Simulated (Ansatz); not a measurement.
Ansatz (a quantum-chemistry and plane-wave program) input file for Si(Me)(Cl)3 cation (CH3Cl3Si), SMILES C[Si](Cl)(Cl)Cl (connectivity only; charge and spin as stated), charge +1, multiplicity 2, PBE-D3(BJ)/def2-SVP. 

Ansatz 0.2 input:
```yaml
crystal:
  periodic: [false, false, false]
  atoms:
    - {symbol: C, position_ang: [-0.00000001, 0.00000001, 2.13644669]}
    - {symbol: Si, position_ang: [-0.00000000, -0.00000000, 0.00800189]}
    - {symbol: Cl, position_ang: [1.70807396, 0.98615696, -0.39119419]}
    - {symbol: Cl, position_ang: [0.00000000, -1.97231392, -0.39119419]}
    - {symbol: Cl, position_ang: [-1.70807396, 0.98615696, -0.39119419]}
    - {symbol: H, position_ang: [-0.00000000, 1.07886939, 2.34006567]}
    - {symbol: H, position_ang: [-0.93432830, -0.53943469, 2.34006567]}
    - {symbol: H, position_ang: [0.93432828, -0.53943469, 2.34006568]}
basis:
  gaussian:
    orbitals: def2-SVP
hamiltonian:
  xc: pbe
  dispersion: d3bj
total_charge: 1
magnetization: {spin_polarized: true, initial_magnetization: 1}
relax: {f_tol: 0.002, max_steps: 200}
```

Program output:

```
WARN ansatz: RAYON_NUM_THREADS=1 ignored (pool sized by the plan → 1); use --threads N
Functional definition: PBE
integrals: 0.05 GiB planned
1113 factors; their error is unknown
mean field: 0.35 GiB planned
mean field evaluation 1: about -46477.2112 eV, gradient 4.6e1 eV
mean field evaluation 2: about -46422.3156 eV, gradient 8.2e1 eV
mean field evaluation 4: about -46489.2508 eV, gradient 8.9e0 eV
mean field evaluation 8: about -46489.7428 eV, gradient 3.7e-1 eV
mean field evaluation 16: about -46489.6686 eV, gradient 3.8e-4 eV
mean field evaluation 32: about -46487.1809 eV, gradient 1.2e1 eV
mean field evaluation 64: about -46489.6685 eV, gradient 4.5e-2 eV
mean field -46489.66859652 eV, -1708.4638090929 hartree, gradient 1.3e-5 eV, S^2 0.752132; 6 other end points of the search recorded, 0 dependent functions left out
the calculation of the forces begins
reference -46489.66862619 eV, -1708.4638101834 hartree; 37, 36 occupied and 64, 65 virtual orbitals, 1113 factors
relax step   1: F+E_penalty+E_count = -46489.93995327 eV  Δ(F+E_penalty+E_count) = +0.000e0 eV  max|allowed force component| = 5.298e-1 eV/Å  Δτ_max = 0.0000 Å  (256 SCF iters, accepted)
these checks for a lower state are left out or cut short: starts, cluster_reference, orbital_swaps, neighbouring_geometries, increment
integrals: 0.05 GiB planned
1113 factors; their error is unknown
mean field: 0.35 GiB planned
mean field -46489.68665149 eV, -1708.4644726008 hartree, gradient 1.5e-5 eV, S^2 0.752144; 0 other end points of the search recorded, 0 dependent functions left out
the calculation of the forces begins
reference -46489.68668127 eV, -1708.4644736953 hartree; 37, 36 occupied and 64, 65 virtual orbitals, 1113 factors
relax step   2: F+E_penalty+E_count = -46489.95664824 eV  Δ(F+E_penalty+E_count) = -1.669e-2 eV  max|allowed force component| = 3.483e-1 eV/Å  Δτ_max = 0.0153 Å  (35 SCF iters, accepted)
these checks for a lower state are left out or cut short: starts, cluster_reference, orbital_swaps, neighbouring_geometries, increment
integrals: 0.05 GiB planned
1113 factors; their error is unknown
mean field: 0.35 GiB planned
mean field evaluation 96: about -46489.6491 eV, gradient 8.6e-4 eV
mean field -46489.64907011 eV, -1708.4630915108 hartree, gradient 2.2e-5 eV, S^2 0.751924; 0 other end points of the search recorded, 0 dependent functions left out
the calculation of the forces begins
reference -46489.64909956 eV, -1708.4630925927 hartree; 37, 36 occupied and 64, 65 virtual orbitals, 1113 factors
relax step   3: F+E_penalty+E_count = -46489.92413175 eV  Δ(F+E_penalty+E_count) = +3.252e-2 eV  max|allowed force component| = 6.615e-1 eV/Å  Δτ_max = 0.0841 Å  (37 SCF iters, rejected (line search))
these checks for a lower state are left out or cut short: starts, cluster_reference, orbital_swaps, neighbouring_geometries, increment
integrals: 0.05 GiB planned
1113 factors; their error is unknown
mean field: 0.35 GiB planned
mean field -46489.69533991 eV, -1708.4647918943 hartree, gradient 2.5e-5 eV, S^2 0.752074; 0 other end points of the search recorded, 0 dependent functions left out
the calculation of the forces begins
reference -46489.69536966 eV, -1708.4647929878 hartree; 37, 36 occupied and 64, 65 virtual orbitals, 1113 factors
relax step   4: F+E_penalty+E_count = -46489.96617589 eV  Δ(F+E_penalty+E_count) = -9.528e-3 eV  max|allowed force component| = 7.359e-2 eV/Å  Δτ_max = 0.0414 Å  (35 SCF iters, accepted)
these checks for a lower state are left out or cut short: starts, cluster_reference, orbital_swaps, neighbouring_geometries, increment
integrals: 0.05 GiB planned
1113 factors; their error is unknown
mean field: 0.35 GiB planned
mean field -46489.69594251 eV, -1708.4648140395 hartree, gradient 2.3e-5 eV, S^2 0.752061; 0 other end points of the search recorded, 0 dependent functions left out
the calculation of the forces begins
reference -46489.69597224 eV, -1708.4648151322 hartree; 37, 36 occupied and 64, 65 virtual orbitals, 1113 factors
relax step   5: F+E_penalty+E_count = -46489.96698158 eV  Δ(F+E_penalty+E_count) = -8.057e-4 eV  max|allowed force component| = 4.558e-2 eV/Å  Δτ_max = 0.0179 Å  (34 SCF iters, accepted)
these checks for a lower state are left out or cut short: starts, cluster_reference, orbital_swaps, neighbouring_geometries, increment
integrals: 0.05 GiB planned
1113 factors; their error is unknown
mean field: 0.35 GiB planned
mean field -46489.69632876 eV, -1708.4648282341 hartree, gradient 8.9e-6 eV, S^2 0.752073; 0 other end points of the search recorded, 0 dependent functions left out
the calculation of the forces begins
reference -46489.69635850 eV, -1708.4648293269 hartree; 37, 36 occupied and 64, 65 virtual orbitals, 1113 factors
relax step   6: F+E_penalty+E_count = -46489.96727714 eV  Δ(F+E_penalty+E_count) = -2.956e-4 eV  max|allowed force component| = 1.266e-2 eV/Å  Δτ_max = 0.0059 Å  (37 SCF iters, accepted)
these checks for a lower state are left out or cut short: starts, cluster_reference, orbital_swaps, neighbouring_geometries, increment
integrals: 0.05 GiB planned
1113 factors; their error is unknown
mean field: 0.35 GiB planned
mean field evaluation 128: about -46489.6964 eV, gradient 5.2e-2 eV
mean field -46489.69638954 eV, -1708.4648304675 hartree, gradient 2.6e-5 eV, S^2 0.752071; 0 other end points of the search recorded, 0 dependent functions left out
the calculation of the forces begins
reference -46489.69641928 eV, -1708.4648315606 hartree; 37, 36 occupied and 64, 65 virtual orbitals, 1113 factors
relax step   7: F+E_penalty+E_count = -46489.96729339 eV  Δ(F+E_penalty+E_count) = -1.625e-5 eV  max|allowed force component| = 1.941e-3 eV/Å  Δτ_max = 0.0012 Å  (27 SCF iters, accepted)
integrals: 0.05 GiB planned
1113 factors; their error is unknown
mean field: 0.35 GiB planned
mean field evaluation 160: about -46488.7025 eV, gradient 1.5e-1 eV
mean field evaluation 192: about -46489.6711 eV, gradient 5.2e-1 eV
mean field evaluation 224: about -46488.2606 eV, gradient 3.3e0 eV
mean field -46489.69638954 eV, -1708.4648304675 hartree, gradient 2.6e-5 eV, S^2 0.752071; 8 other end points of the search recorded, 0 dependent functions left out
the calculation of the forces begins
reference -46489.69641928 eV, -1708.4648315606 hartree; 37, 36 occupied and 64, 65 virtual orbitals, 1113 factors
Total energy: -46489.96732313 eV, -1708.4747870934 hartree
Atom 0 at    -0.000000    -0.000007     2.100767 Å, force     0.000000    -0.000006     0.001135 eV/Å
Atom 1 at    -0.000000    -0.000015     0.059066 Å, force    -0.000000    -0.000006     0.001941 eV/Å
Atom 2 at     1.713309     0.989221    -0.397075 Å, force     0.000735     0.000424    -0.000095 eV/Å
Atom 3 at     0.000000    -1.978405    -0.397041 Å, force     0.000000    -0.000845    -0.000094 eV/Å
Atom 4 at    -1.713309     0.989221    -0.397075 Å, force    -0.000735     0.000424    -0.000095 eV/Å
Atom 5 at    -0.000000     1.080542     2.340810 Å, force    -0.000000     0.000916    -0.000926 eV/Å
Atom 6 at    -0.935786    -0.540278     2.340806 Å, force    -0.000791    -0.000454    -0.000933 eV/Å
Atom 7 at     0.935786    -0.540278     2.340806 Å, force     0.000791    -0.000454    -0.000933 eV/Å
Dipole moment:    -0.000000    -0.000022     0.639708 e Å
```

The run converged.
